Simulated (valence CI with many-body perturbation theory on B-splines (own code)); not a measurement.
## Questions on Sb12+

Computed by valence CI with perturbative core correlation (CI+MBPT): three valence electrons over a frozen Dirac-Fock core [Kr], a basis of 7 s, 7 p, 8 d, 6 f, 4 g, 1 h functions for each j, with the one-electron correlation potential Σ1, the two-electron term Σ2, the three-electron term Σ3, Breit, model QED; selected CI, second order for the rest, scaled by the run's own slope (own B-spline code, finite nucleus).

No measured levels were compared; by estimate terms of the open shell hold to 2 to 4 % of their energy, and close levels can change places. Excitations out of the core, of the other parity, are not computed and may begin above about 55.5 eV (a cautious bound); beyond it only levels of the ground parity were kept, without lifetimes.

Names give the largest LS component (configuration and term), which can be under half, so a name can repeat, a term be missing and a line seem to break the LS rules; names also repeat where a configuration has a term twice.

Rates and lifetimes use the calculated energies. Strong lines usually hold to 10 to 20 %, long lifetimes can be off by a factor of two.

What is the ground level?

4d3 4F_3/2, composition 90 % 4d3 4F + 9 % 4d3 2D, g = 0.444.

How is the term 4F of the ground level split?

J = 3/2 at 0.000, J = 5/2 at 0.854, J = 7/2 at 1.664, J = 9/2 at 2.329 eV.

How well does LS coupling describe the low levels?

Among the lowest 20 levels the leading LS term, summed over configurations, holds 82 % on average. For single configurations the figures are 82 % in LS and 73 % in jj coupling. Terms mix most in the J = 3/2 level at 5.059 eV, where the leading one holds 50 %.

What is the ionisation energy?

265.74 eV; NIST lists 265 ± 3 eV (theoretical).
